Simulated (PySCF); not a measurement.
Isomers of C2H10F2Si3 side by side.

PySCF, PBE0/def2-SVPD, density fitting, gas phase; each molecule at its own GFN2-xTB geometry, one conformer. Singlet excitations by full TDDFT with frozen cores and triplets by Tamm–Dancoff TDDFT. 

Torsions of the conformers computed, which needn't be the lowest (atom-mapped SMILES):
- `[CH3:1][Si@H:2]([SiH2:3][SiH3:4])[CH:5]([F:6])[F:7]`: C1–Si2–Si3–Si4 -66°, C1–Si2–C5–F6 178°
- `[F:1][CH:2]([F:3])[C:4]([SiH3:5])([SiH3:6])[SiH3:7]`: F1–C2–C4–Si5 -59°
- `[F:1][SiH2:2][C@:3]([F:4])([SiH3:5])[CH2:6][SiH3:7]`: F1–Si2–C3–F4 -172°, Si2–C3–C6–Si7 -67°
- `[F:1][CH:2]([F:3])[CH2:4][SiH:5]([SiH3:6])[SiH3:7]`: F1–C2–C4–Si5 -58°, C2–C4–Si5–Si6 -65°
- `[F:1][CH2:2][SiH2:3][C@H:4]([F:5])[SiH2:6][SiH3:7]`: F1–C2–Si3–C4 180°, C2–Si3–C4–F5 -52°, Si3–C4–Si6–Si7 167°

Reference: `C[Si@H]([SiH2][SiH3])C(F)F`, with HOMO energy -8.15 eV, LUMO energy -0.61 eV, lowest singlet excitation 6.50 eV, lowest triplet excitation 5.59 eV, mean polarisability 114.3 au and dipole moment 2.19 D.

Changes against it:

```tsv
molecule	Δ electronic energy (kcal/mol)	Δ HOMO energy (eV)	Δ LUMO energy (eV)	Δ lowest singlet excitation (eV)	Δ lowest triplet excitation (eV)	Δ mean polarisability (au)	Δ dipole moment (D)
FC(F)C[SiH]([SiH3])[SiH3]	-2.6	-0.01	+0.03	-0.01	-0.03	+0.3	+0.01
FC[SiH2][C@H](F)[SiH2][SiH3]	+20.7	+0.12	+0.07	-0.14	+0.15	-1.5	-0.13
```

Rows whose labels were lost:

| row | Δ electronic energy (kcal/mol) | Δ HOMO energy (eV) | Δ LUMO energy (eV) | Δ lowest singlet excitation (eV) | Δ lowest triplet excitation (eV) | Δ mean polarisability (au) | Δ dipole moment (D) |
| --- | --- | --- | --- | --- | --- | --- | --- |
| P | -17.2 | +0.32 | +0.09 | -0.55 | -0.07 | -9.5 | -1.61 |
| Q | +5.9 | -0.74 | +0.59 | +1.18 | +1.66 | -9.1 | -0.39 |

**Question.** Which row belongs to which of `FC(F)C([SiH3])([SiH3])[SiH3]` and `F[SiH2][C@](F)([SiH3])C[SiH3]`?

**Answer.** P = `F[SiH2][C@](F)([SiH3])C[SiH3]` and Q = `FC(F)C([SiH3])([SiH3])[SiH3]`. P and Q are told apart most clearly by the electronic energy (-17.2 against +5.9 kcal/mol).

**Question.** Which row has the smallest HOMO–LUMO gap and which the largest, and does the HOMO or the LUMO shift more there?

**Answer.** Smallest, counted from the reference: P, -0.23 eV (HOMO +0.32, LUMO +0.09), the larger shift being that of the HOMO. Largest: Q, +1.33 eV (HOMO -0.74, LUMO +0.59), the larger shift being that of neither alone.
